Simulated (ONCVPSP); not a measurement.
## Which change was made? (In, ONCV)

```
Element                 : In (Z = 49)
Generator               : ONCVPSP 4.0.1
Type                    : optimised norm-conserving Vanderbilt (ONCV)
Functional              : PBE
Relativity              : fully relativistic
Frozen core             : [Ar] 3d10
Valence charge          : 21
Reference configuration : 4s2 4p6 4d10 5s1.5 5p1.5
Partial waves           : 4s+5s: rc 1.50 bohr, ncon 4, nbas 8, qcut 7.9 1/bohr, 2 projectors; 4p+5p: rc 1.40 bohr, ncon 4, nbas 9, qcut 9.2 1/bohr, 2 projectors; 4d: rc 1.50 bohr, ncon 4, nbas 9, qcut 9.1 1/bohr, 2 projectors, debl 3.5 Ha
Local potential         : polynomial inside 1.15 bohr (lpopt 4, dvloc0 6 Ha)
Core correction         : none
```

Open shells are filled in proportion to 2j + 1.

Cutoffs, loose and tight: the cutoffs (Ha) at which the residual kinetic energy of the hardest occupied pseudo-wave falls to 1 and 0.1 mHa per electron. They do not see the model core or the augmentation charge, which bear on the density cutoff. Test errors are all-electron minus pseudo excitation energies from the reference, over the configurations 4s2 4p6 4d10 5s2 5p1; 4s2 4p6 4d10 5s2 5p0; 4s2 4p6 4d10 5s1 5p0; 4s2 4p5 4d10 5s2 5p1; variants that change the core or the reference have their own tests.

The base gives: outcome: generated; cutoff, loose: 33 Ha; cutoff, tight: 38 Ha; bound ghosts: none; GHOST(+) flags above zero: none; largest test error (meV): -54.

**Question.** After one change the result is: outcome: generated; cutoff, loose: 45 Ha; cutoff, tight: 56 Ha; bound ghosts: none; GHOST(+) flags above zero: none; largest test error (meV): -14. Which change was it?
A. s: qcut 10.4; p: qcut 12.1; d: qcut 11.9
B. s: qcut 11.5; p: qcut 13.4; d: qcut 13.3
C. s: qcut 5; p: qcut 5.9; d: qcut 5.8

**Answer.** B. The others give: s: qcut 5; p: qcut 5.9; d: qcut 5.8 → outcome: generated; cutoff, loose: 133 Ha; cutoff, tight: 163 Ha; bound ghosts: none; GHOST(+) flags above zero: p1/2; largest test error (meV): -130 | s: qcut 10.4; p: qcut 12.1; d: qcut 11.9 → outcome: generated; cutoff, loose: 41 Ha; cutoff, tight: 49 Ha; bound ghosts: none; GHOST(+) flags above zero: none; largest test error (meV): -23.
